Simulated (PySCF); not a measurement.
Delta-SCF ions had no search for a lower state. Excitations are Tamm–Dancoff values on a coarser integration grid. The basis has no diffuse functions, so Rydberg states are missing or too high.

Cartesian coordinates (Å):
SMILES: Bc1cc(C#C)cc2ccsc12
```xyz
19

B      2.4869    -1.6471     0.0645
C      1.1659    -0.8605     0.0460
C     -0.0494    -1.5170     0.2758
C     -1.2908    -0.8448     0.2707
C     -2.5013    -1.5650     0.5121
C     -3.5271    -2.1791     0.7179
C     -1.3230     0.5319     0.0271
C     -0.1357     1.2376    -0.2092
C      0.0457     2.6374    -0.4766
C      1.3543     2.9587    -0.6551
S      2.4217     1.6013    -0.5104
C      1.0929     0.5323    -0.1964
H      2.4729    -2.8365     0.2769
H      3.5420    -1.0897    -0.1317
H     -0.0388    -2.5921     0.4671
H     -4.4351    -2.7236     0.8998
H     -2.2814     1.0555     0.0221
H     -0.7707     3.3582    -0.5306
H      1.7710     3.9425    -0.8698
```
Charge 0, multiplicity 1.

Question: Give the LUMO, S1 oscillator strength, HOMO, T1 excitation (TDA), HOMO–LUMO gap, brightest of the four lowest singlets (TDA), dipole moment and vertical ionisation energy (Delta-SCF) at the level PBE0-D3(BJ)/def2-TZVP // PBE0-D3(BJ)/def2-SVP (PySCF).

Answer: 
```json
{
 "LUMO": "-2.34 eV",
 "S1 oscillator strength": "0.075",
 "HOMO": "-6.65 eV",
 "T1 excitation (TDA)": "2.73 eV",
 "HOMO–LUMO gap": "4.31 eV",
 "brightest of the four lowest singlets (TDA)": "4.90 eV",
 "dipole_moment": "1.99 D",
 "vertical ionisation energy (Delta-SCF)": "8.14 eV"
}
```
